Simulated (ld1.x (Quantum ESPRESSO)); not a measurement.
# Transferability test, RRKJ potential for Au (Z = 79)

gold, norm-conserving RRKJ (Kleinman–Bylander form), made with ld1.x (Quantum ESPRESSO) 7.5 (LDA (PZ), scalar-relativistic). Core [Xe] 4f14, reference 5d10 6s1 6p0. Waves: 6s (bound): rc 2.55 bohr; 5d (bound): rc 2.35 bohr; 6p (bound, empty): rc 2.75 bohr. Local part: the p channel. Core correction: none. rho0 = 0.005.

Energies are relative to the spin-unpolarised reference configuration 5d10 6s1 6p0; without spin polarisation the order of configurations can differ from experiment. Spin-polarised rows fill each open shell by Hund’s rule, majority spin first.

**Question.** Give the all-electron excitation energy and the error of the potential for: 5d10 6s0 6p0; 5d9 6s0 6p0; 5d8 6s0 6p0; 5d9 6s1 6p1; 5d7 6s0 6p0; 5d9 6s1 6p0; 5d9 6s2 6p0; 5d10 6s1 6p0 (spin-polarised); 5d9 6s0 6p0 (spin-polarised).

**Answer.**

| valence configuration | charge | ΔE all-electron (eV) | error AE − PS (meV) |
| --- | --- | --- | --- |
| 5d10 6s0 6p0 | +1 | 9.774 | -1.8 |
| 5d9 6s0 6p0 | +2 | 31.275 | -117 |
| 5d8 6s0 6p0 | +3 | 65.442 | -425 |
| 5d9 6s1 6p1 | 0 | 7.518 | -66 |
| 5d7 6s0 6p0 | +4 | 113.441 | -865 |
| 5d9 6s1 6p0 | +1 | 12.374 | -57 |
| 5d9 6s2 6p0 | 0 | 1.601 | -30 |
| 5d10 6s1 6p0 (spin-polarised) | 0 | -0.134 | +2.1 |
| 5d9 6s0 6p0 (spin-polarised) | +2 | 31.134 | -32 |
